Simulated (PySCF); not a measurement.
germylmethylsilane (CH₈GeSi), SMILES [SiH3][CH2][GeH3]. Coordinates come from a PBE-D3(BJ)/def2-SVP optimisation.

Task: Give the equilibrium geometry at PBE-D3(BJ)/def2-SVP (PySCF confirms it by a frequency run) as a Z-matrix, and its point group. (An estimate is asked for; the answer gives what the named calculation found.)

Result: point group Cs.
```
C
H 1 1.1102
H 1 1.1102 2 107.14
Si 1 1.8907 2 109.45 3 118.58
H 4 1.5058 1 110.31 2 61.64
H 4 1.5058 5 108.28 1 -120.80
H 4 1.5067 5 108.34 6 -117.30
Ge 1 1.9751 2 108.10 3 -116.29
H 8 1.5518 1 109.85 2 177.98
H 8 1.5518 9 108.86 1 -120.31
H 8 1.5526 9 109.01 10 -118.80
```
Charge 0, spin multiplicity 1.
